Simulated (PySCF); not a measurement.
GaH, SMILES [GaH] (connectivity only; charge and spin as stated), neutral, multiplicity 1.

Coordinates come from a PBE0-D3(BJ)/def2-TZVPD optimisation.

The numbers are results of IEF-PCM-PBE0/def2-TZVPD (PySCF), not measurements.

The values are the electrostatic part of the solvation free energy, E(continuum) − E(gas) at the gas-phase geometry, in a cavity of scaled van der Waals radii (PySCF's table); cavitation and dispersion terms are not included. A continuum can't describe solvent molecules that bind to the metal. In vacuum the orbital gap is 4.23 eV. The dipole moment in vacuum is 0.38 D.

Computed values in water (ε = 78.36), chloroform (ε = 4.71), tetrahydrofuran (ε = 7.43):
```tsv
solvent	ε	ΔG(elec) (kcal/mol)	dipole (D)	gap (eV)
water	78.36	-4.2	0.69	4.62
chloroform	4.71	-2.9	0.60	4.50
tetrahydrofuran	7.43	-3.3	0.63	4.54
```
